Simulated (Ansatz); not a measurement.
CH$_{8}$GaNSi (`N[SiH2][CH2][GaH2]`) at its PBE0-D4/def2-TZVP geometry, where that method's forces vanish. Total charge 0; spin multiplicity 1.

| atom | x (Å) | y (Å) | z (Å) |
| --- | --- | --- | --- |
| N1 | 1.617 | -1.444 | 0.861 |
| Si2 | 0.484 | -0.780 | -0.254 |
| C3 | -0.410 | 0.667 | 0.496 |
| Ga4 | -1.492 | 1.677 | -0.798 |
| H5 | 1.303 | -1.752 | 1.768 |
| H6 | 2.350 | -2.044 | 0.517 |
| H7 | 1.281 | -0.376 | -1.447 |
| H8 | -0.555 | -1.742 | -0.741 |
| H9 | 0.334 | 1.335 | 0.941 |
| H10 | -1.071 | 0.292 | 1.285 |
| H11 | -0.857 | 2.899 | -1.555 |
| H12 | -2.984 | 1.268 | -1.074 |

(1) For each bond, give half the difference of the two atoms' forces along it (eV/Å; positive pushes the atoms apart) under PBE-D4, r2SCAN-D4, B3LYP-D4, ωB97M-V in def2-TZVPP. (An estimate is asked.)

Results:

(1) Ansatz gave: 
```tsv
bond	length (Å)	PBE-D4	r2SCAN-D4	B3LYP-D4	ωB97M-V
N1–Si2	1.723	0.08	0.01	0.09	0.10
N1–H5	1.008	0.21	0.03	-0.01	-0.03
N1–H6	1.008	0.20	0.02	-0.01	-0.03
Si2–C3	1.859	0.03	0.04	0.07	0.02
Si2–H7	1.490	0.04	-0.03	-0.11	-0.13
Si2–H8	1.497	0.01	-0.03	-0.11	-0.13
C3–Ga4	1.966	0.03	0.01	0.18	0.07
C3–H9	1.094	0.10	0.00	-0.09	-0.05
C3–H10	1.095	0.10	0.00	-0.08	-0.05
Ga4–H11	1.571	0.02	-0.08	-0.05	-0.09
Ga4–H12	1.571	0.02	-0.08	-0.06	-0.09
```

B3LYP here is the variant with VWN-RPA as its local correlation; programs differ in this.
